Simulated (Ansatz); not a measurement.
`C[SiH](Cl)[SbH2]` + `C=N` → `C=[N][SbH2]` + `C[SiH2]Cl`  (cleavage of the Sb–Si bond)

Program: Ansatz. Geometries: PBE0-D4/def2-TZVP. ΔE: electronic, gas phase. CBS: MP2 limit from def2 TZ/QZ plus the TZ coupled-cluster correction, frozen cores. This one scheme is used for every species. Functionals use def2-TZVPP. def2 core potentials past Kr. For Sb outer-core shells are correlated without core-valence functions, which leaves a few kJ/mol of doubt a bond.

| level | ΔE (kcal/mol) |
| --- | --- |
| B2PLYP | 11.4 |
| CCSD/CBS(def2) | 13.7 |

(1) What does CCSD(T)/CBS give? (Best estimate.)

Largest T1 diagnostic among the species: 0.015.

## Answers

(1) The calculation gave: +13.6 kcal/mol. The listed levels differ from it by -2.2, 0.1 kcal/mol.

In def2-TZVPP, CCSD(T) changes the Hartree–Fock value by +1.6 kcal/mol (the triples alone add −0.1 kcal/mol) and MP2 by +1.8 kcal/mol. The D4 term adds +1.3 kcal/mol with B3LYP and +0.8 kcal/mol with PBE0; it sums over pairs of atoms, weighted by their polarisabilities, and B3LYP, whose exchange is more repulsive, gets the larger term. Leaving LDA and LC-ωPBE aside and taking each functional with its dispersion term where it has one, the values, not all of them listed here, spread over 4.6 kcal/mol, from B97M-V to HSE06-D4. LDA lies +1.1 kcal/mol from PBE without D4.

B3LYP here is the variant with VWN-RPA as its local correlation; programs differ in this.
